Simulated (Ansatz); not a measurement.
Geometry optimisation, DFT PBE, scalar-relativistic, plane waves, PAW (Ansatz).

Input:

```yaml
accuracy: low
crystal:
  lattice:
    - [7.383993, 0.0, 0.0]
    - [0.0, 7.383993, 0.0]
    - [0.0, 0.0, 7.383993]
  atoms:
    - { symbol: O, position: [0.4733004, 0.6925675, 0.1997061] }
    - { symbol: H, position: [0.4081354, 0.6642304, 0.0894503] }
    - { symbol: H, position: [0.4228224, 0.6102204, 0.288457] }
    - { symbol: O, position: [0.9212894, 0.2054296, 0.6244595] }
    - { symbol: H, position: [0.8339172, 0.215667, 0.7217586] }
    - { symbol: H, position: [0.8624339, 0.2636346, 0.5227048] }
    - { symbol: O, position: [0.2580641, 0.6605799, 0.7439449] }
    - { symbol: H, position: [0.2642343, 0.784273, 0.7007275] }
    - { symbol: H, position: [0.2555944, 0.5887206, 0.6342364] }
    - { symbol: O, position: [0.0366931, 0.3698035, 0.2006699] }
    - { symbol: H, position: [-0.0873147, 0.4087602, 0.1830566] }
    - { symbol: H, position: [0.0956907, 0.4745143, 0.2532126] }
    - { symbol: O, position: [0.7715059, 0.6221976, 0.2707727] }
    - { symbol: H, position: [0.760579, 0.6875922, 0.1575916] }
    - { symbol: H, position: [0.700401, 0.5136357, 0.2516884] }
    - { symbol: O, position: [0.2936694, 0.1653874, 0.8673085] }
    - { symbol: H, position: [0.3046732, 0.1571941, 0.736857] }
    - { symbol: H, position: [0.3663869, 0.2699207, 0.8987848] }
    - { symbol: O, position: [0.6369665, 0.4002075, 0.8349005] }
    - { symbol: H, position: [0.6413105, 0.5097711, 0.7629093] }
    - { symbol: H, position: [0.6308429, 0.3040067, 0.7459414] }
    - { symbol: O, position: [0.6115847, 0.0228313, 0.6869483] }
    - { symbol: H, position: [0.5145305, 0.1108174, 0.6802589] }
    - { symbol: H, position: [0.6189206, -0.0256347, 0.5652806] }
    - { symbol: O, position: [0.1891205, 0.7927957, 0.3179237] }
    - { symbol: H, position: [0.2781907, 0.8887007, 0.3092914] }
    - { symbol: H, position: [0.203569, 0.7469609, 0.4399738] }
    - { symbol: O, position: [0.7508542, 0.1766351, 0.1741098] }
    - { symbol: H, position: [0.7678698, 0.2670482, 0.0806126] }
    - { symbol: H, position: [0.7614713, 0.062555, 0.1102441] }
    - { symbol: Mg, position: [0.3749228, 0.2615963, 0.2141379] }
    - { symbol: Cl, position: [0.9342877, 0.8397343, 0.631973] }
    - { symbol: Cl, position: [0.9624797, 0.4207762, 0.8909937] }
basis:
  ecutwfc: 420.0
kpoints:
  mp_grid: { grid: [1, 1, 1] }
hamiltonian:
  xc: pbe
scf:
  occupations: { method: fermi_dirac, width: 0.02 }
  lower_state_search: "off"
relax:
  f_tol: 0.3
  max_steps: 15
  adjacent_minimum: "off"
```

Run as:

```bash
$ ansatz run input.yaml --threads 1 --pin off --max-ram 3072MiB --backend cpu --events-out ev --progress --plain --runs-dir out
```

Question: Where does it end, and by what steps?

Answer: The run ended unconverged. Limits of this set-up: coarse k mesh, low accuracy level. After 14 steps the energy has fallen by 14.274 eV; H17 moved furthest, 1.63 Å. Joined: O1–Mg31, O19–Mg31, O28–Mg31.

```csv
step,energy less start (eV),largest force component (eV/Å),accepted
0,0.0000,2.357,yes
1,-2.3245,2.128,yes
2,-3.9262,2.355,yes
3,-5.6933,2.416,yes
4,-7.3312,1.943,yes
5,-8.9750,1.787,yes
6,-10.2310,1.946,yes
7,-11.0654,1.490,yes
8,-11.7746,0.749,yes
9,-12.4733,2.431,yes
10,-12.9290,2.954,yes
11,-13.3319,1.295,yes
12,-13.6744,0.883,yes
13,-13.9950,0.877,yes
14,-14.2735,0.957,yes
```

```xyz
33
Lattice="7.3840 0.0000 0.0000 0.0000 7.3840 0.0000 0.0000 0.0000 7.3840" Properties=species:S:1:pos:R:3
O 3.151 4.517 0.769
H 2.907 4.994 -0.090
H 2.534 4.904 1.451
O 7.462 1.860 4.118
H 7.238 0.918 4.358
H 6.642 2.254 3.757
O 2.431 5.458 5.810
H 1.493 5.815 5.728
H 2.398 4.659 5.245
O 1.439 2.390 1.738
H 0.579 2.529 1.208
H 1.281 2.901 2.583
O 6.065 4.750 2.203
H 6.471 4.607 1.320
H 5.132 4.500 2.042
O 1.959 1.392 6.465
H 0.975 1.501 6.399
H 2.332 1.825 5.662
O 3.928 2.859 5.724
H 4.642 3.550 5.687
H 4.326 2.010 5.340
O 4.295 0.349 4.602
H 3.653 -0.261 5.020
H 5.161 -0.135 4.699
O 1.559 5.808 2.569
H 2.005 6.641 2.809
H 0.760 5.807 3.175
O 4.548 1.605 1.218
H 5.412 1.913 0.747
H 4.717 0.711 1.569
Mg 2.965 2.529 0.453
Cl 7.014 6.347 5.077
Cl 6.720 2.851 7.145
```

Run time: 57 s on 1 thread of Arm Neoverse V1 (shared host), peak memory 0.42 GiB.
